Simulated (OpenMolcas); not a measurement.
# Cu3+, Ag3+, Au3+: d8 down the group

```yaml
Program: OpenMolcas 26.06
Method: CASSCF
Basis: ANO-RCC-VQZP
Scalar_Hamiltonian: DKH2, point nucleus
Spin-orbit_coupling: state interaction with AMFI integrals over the reference wave functions, term energies averaged over their components
```

Active space for each ion: 8 electrons in 10 orbitals (d d).

Computed levels in cm-1 above 3F4:

| Level | Cu3+ | Ag3+ | Au3+ |
| --- | --- | --- | --- |
| 3F3 | 1830 | 4044 | 12276 |
| 3P1 | 23375 | 19456 | 26164 |
| 3P0 | 23721 | 19741 | 22944 |
| 1G4 | 29681 | 23921 | 29379 |
| 1S0 | 70639 | 55198 | 62337 |
| weight of 3F in the lowest level (%) | 100 | 99 | 96 |

Measured, with the error of the calculation in %. Measured levels: Cu3+ from Sugar and Musgrove, J. Phys. Chem. Ref. Data 19, 527 (1990); Ag3+ from the list in Gamrath, thesis, University of Mons (2023); Au3+ from Zainab et al., Astrophys. J. Suppl. Ser. 267, 12 (2023).

| Level | Cu3+ | Ag3+ | Au3+ |
| --- | --- | --- | --- |
| 3F3 | 1861 (-1.7) | 4172 (-3.1) | 12294 (-0.1) |
| 3P1 | 20097 (+16.3) | 15900 (+22.4) | 21490 (+21.7) |
| 3P0 | 20423 (+16.1) | 16092 (+22.7) | 18185 (+26.2) |
| 1G4 | 26913 (+10.3) | 20570 (+16.3) | 25702 (+14.3) |
| 1S0 | 61456 (+14.9) | 47139 (+17.1) | 55278 (+12.8) |

The fine-structure level 3F3 changes by a factor of 6.71 from Cu3+ to Au3+.

Without spin-orbit coupling 3P lies 21534, 15396, 13842 cm-1 above 3F in that order; the difference to the level 3P1, of either sign, comes from spin-orbit coupling, which also lowers the zero.

Without dynamic correlation excited terms often stand tens of per cent too high (terms of higher spin than the ground term too low), and those without a measured partner can miss by more than the paired ones. Active for correlation alone: 4d; no level in the range computed is led by a configuration that fills it, so any true level of that kind is missing (holds for Cu3+). Active for correlation alone: 5d; no level in the range computed is led by a configuration that fills it, so any true level of that kind is missing (holds for Ag3+). Active for correlation alone: 6d; no level in the range computed is led by a configuration that fills it, so any true level of that kind is missing (holds for Au3+). Computed and measured levels are paired by configuration, term and J; levels that our copy of the source lacks, or whose pairing is in doubt (as where it misses far off the trend of its configuration), stay unpaired and out of the deviations. Levels of configurations outside the active space are missing.
